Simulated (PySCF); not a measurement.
## Shapes and spin states of ScSe2

Computed with B3LYP in PySCF with Sc def2-SVP, Se def2-SVP; no relativity; density-fitted integrals.

Relaxations began from a few typed shapes and spin states; open shells are unrestricted. The search is not exhaustive: other isomers or separated fragments can lie lower, and high-lying points may rest on an excited occupation.

```json
{"spin": "doublet", "group": "C2v", "bonds": "Sc–Se 2.463 Å (×2), Se–Se 2.440 Å", "angles": "Sc–Se–Se 60.3° (×2), Se–Sc–Se 59.4°", "imaginary modes (cm⁻¹)": "none", "ΔE (kJ/mol)": "0.0", "ΔE with ZPE (kJ/mol)": "0.0"}
{"spin": "quartet", "group": "C2v", "bonds": "Sc–Se 2.735 Å (×2), Se–Se 2.298 Å", "angles": "Sc–Se–Se 65.2° (×2), Se–Sc–Se 49.7°", "imaginary modes (cm⁻¹)": "none", "ΔE (kJ/mol)": "129.6", "ΔE with ZPE (kJ/mol)": "128.6"}
```

The lowest minimum found is the doublet C2v: Sc–Se 2.463 Å (×2), Se–Se 2.440 Å; Sc–Se–Se 60.3° (×2), Se–Sc–Se 59.4°.

For the lowest minimum: with open d or f shells other occupations or spin states may lie lower.
